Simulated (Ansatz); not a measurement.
`[CH3][SnH2][F]` + `CC(C)C#N` → `N#[C][SnH2][F]` + `CC(C)C` at 700 K and 1 bar (formal exchange of groups at the Sn–C bond).

Calculated with Ansatz (gas phase, PBE0-D4/def2-TZVP geometries, no zero-point term in ΔE). CCSD(T)/CBS is the MP2 limit (def2-TZVPP, def2-QZVPP) plus CCSD(T) − MP2 in def2-TZVPP, frozen cores. def2 core potentials past Kr. For Sn outer-core shells are correlated without core-valence functions, which leaves a few kJ/mol of doubt a bond.

| species | CCSD(T)/CBS energy (Eh) | H − E (kJ/mol) | S (J/(mol·K)) |
| --- | --- | --- | --- |
| `[CH3][SnH2][F]` | -354.90084 | 196.4 | 411.5 |
| `CC(C)C#N` | -211.11809 | 341.8 | 423.7 |
| `N#[C][SnH2][F]` | -407.77206 | 118.9 | 407.9 |
| `CC(C)C` | -158.24397 | 420.1 | 408.8 |

H − E and S are ideal-gas, rigid-rotor, harmonic terms from PBE0-D4/def2-TZVP. 1 Eh = 2625.50 kJ/mol, R = 8.31446 J/(mol·K).

Task: By hand: ΔE, ΔH, ΔS and ΔG.

Result: ΔE = (-407.77206) + (-158.24397) − (-354.90084) − (-211.11809) = 0.00290 Eh = 7.6 kJ/mol. Δ(H − E) = 118.9 + 420.1 − 196.4 − 341.8 = 0.8, so ΔH = 8.4 kJ/mol. ΔS = 407.9 + 408.8 − 411.5 − 423.7 = -18.5 J/(mol·K). ΔG = 8.4 − 700 × (-18.5)/1000 = 21.4 kJ/mol.

Task: By hand: the equilibrium constant, and the temperature at which ΔG would vanish if ΔH and ΔS stayed fixed.

Result: log₁₀ K = −ΔG/(RT ln 10) = -1.6. ΔH and −TΔS have one sign here, so there is no such temperature.

TΔS isn't small against ΔH here. A doubt of 5 kJ/mol in ΔE shifts log₁₀ K by 0.4 here. These are equilibria of isolated gas molecules and say nothing of rates. Largest T1 diagnostic: 0.014 (customary marks: 0.02 for closed shells, 0.045 for open ones).
